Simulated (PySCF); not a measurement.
**Trend along group 15: MO molecules**

PBE0 with triple-zeta basis sets in PySCF, for the lowest determinant that a PBE0 search found; no spin–orbit coupling. De refers to high-spin ground-configuration atoms. A positive dipole means M(−)O(+).

| M | basis | state (unpaired electrons) | Re (Å) | ωe (cm⁻¹) | De (eV) | μ (D) |
| --- | --- | --- | --- | --- | --- | --- |
| N | def2-TZVPP | doublet (π ↑) | 1.140 | 2031 | 6.64 | 0.14 |
| As | def2-TZVPP | doublet (π ↑) | 1.615 | 1035 | 4.74 | -2.64 |
| Sb | def2-TZVPP | doublet (π ↑) | 1.805 | 881 | 3.90 | -3.53 |

Question: The row for M = P is missing. Estimate Re, ωe and De as the mean of the rows for N and As, and compare with the calculation.

Answer: The means are 1.377 Å, 1533 cm⁻¹ and 5.69 eV. PBE0 in def2-TZVPP gives PO as a doublet (π ↑) with Re = 1.474 Å, ωe = 1288 cm⁻¹, De = 5.99 eV, so the estimate is off by -9.6 pm, +19 % and -0.30 eV.

Spin–orbit coupling is left out, which matters for elements this heavy, above all for dissociation energies. States were picked by a PBE0 search and need not be the measured ground states.
